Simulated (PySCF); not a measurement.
# Working out the ionisation energy of Co²⁺

Co²⁺ [Ar] 3d7 (4F) → Co³⁺ [Ar] 3d6 (5D). Calculation: PySCF 2.14, in cc-pVTZ-DK (7s6p4d2f1g, 68 functions); the spin-free X2C one-electron Hamiltonian (Gaussian nucleus). Frozen: [Ar]. Energies in hartree (1 hartree = 27.21139 eV):

```json
{"part": "UHF", "Co²⁺ (lower)": "-1391.055440", "Co³⁺ (upper)": "-1389.908903"}
{"part": "MP2 opposite-spin", "Co²⁺ (lower)": "-0.105089", "Co³⁺ (upper)": "-0.049319"}
{"part": "MP2 same-spin", "Co²⁺ (lower)": "-0.079208", "Co³⁺ (upper)": "-0.067823"}
```

Problem. What does Hartree-Fock give?

Solution. (-1389.908903) − (-1391.055440) = 1.146537 hartree = 31.199 eV.

Problem. What do MP2 and SCS-MP2 (6/5 opposite-spin, 1/3 same-spin) give?

Solution. The opposite-spin parts differ by 1.518 eV and the same-spin parts by 0.310 eV. MP2: 31.199 + (1.518) + (0.310) = 33.027 eV. SCS-MP2: 31.199 + 1.2 × (1.518) + (0.310)/3 = 33.124 eV.

Reference: 33.5 ± 0.06 eV (semi-empirical (NIST evaluation); NIST Atomic Spectra Database, ionization energies), between the lowest levels; spin-orbit coupling is absent from the calculation.

What remains against the reference includes basis incompleteness, the frozen core and correlation beyond second order.
